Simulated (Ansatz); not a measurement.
`BBO[SiH](C)F` + H₂ → `C[SiH2]F` + `BBO` at 600 K and 1 bar (hydrogenolysis of the Si–O bond).

Isolated molecules relaxed with PBE0-D4/def2-TZVP in Ansatz; ΔE leaves out vibrations. CCSD(T)/CBS adds triple-zeta CCSD(T) − MP2 to the extrapolated MP2 energy (def2 sets, frozen cores). This one scheme is used for every species. Each species was taken in one conformer, which may not be the lowest.

```csv
species,CCSD(T)/CBS energy (Eh),H − E (kJ/mol),S (J/(mol·K))
`BBO[SiH](C)F`,-556.02948,304.0,509.4
H₂,-1.17544,43.9,150.8
`C[SiH2]F`,-430.00374,191.4,351.0
`BBO`,-127.16606,163.4,327.8
```

H − E and S are ideal-gas, rigid-rotor, harmonic terms from PBE0-D4/def2-TZVP, for one conformer and one mirror image of each species. The MP2-based limit puts H₂ 0.8 mEh under its directly extrapolated value; such offsets cancel only in part. 1 Eh = 2625.50 kJ/mol, R = 8.31446 J/(mol·K).

Problem. By hand: ΔE, ΔH, ΔS and ΔG.

Solution. ΔE = (-430.00374) + (-127.16606) − (-556.02948) − (-1.17544) = 0.03512 Eh = 92.2 kJ/mol. Δ(H − E) = 191.4 + 163.4 − 304.0 − 43.9 = 6.9, so ΔH = 99.1 kJ/mol. ΔS = 351.0 + 327.8 − 509.4 − 150.8 = 18.6 J/(mol·K). ΔG = 99.1 − 600 × (18.6)/1000 = 87.9 kJ/mol.

Problem. By hand: the equilibrium constant, and the temperature at which ΔG would vanish if ΔH and ΔS stayed fixed.

Solution. log₁₀ K = −ΔG/(RT ln 10) = -7.7. ΔG = 0 at ΔH/ΔS = 5328 K, far beyond where these terms or the molecules hold.

ΔH outweighs TΔS. A doubt of 5 kJ/mol in ΔE shifts log₁₀ K by 0.4 here. Other conformers and mirror images would add mixing entropy, several J/(mol·K) or more a flexible species. Modes under 60 cm⁻¹, often nearly free rotors, make the harmonic entropy too high. These are equilibria of isolated gas molecules and say nothing of rates. Largest T1 diagnostic: 0.013 (customary marks: 0.02 for closed shells, 0.045 for open ones).
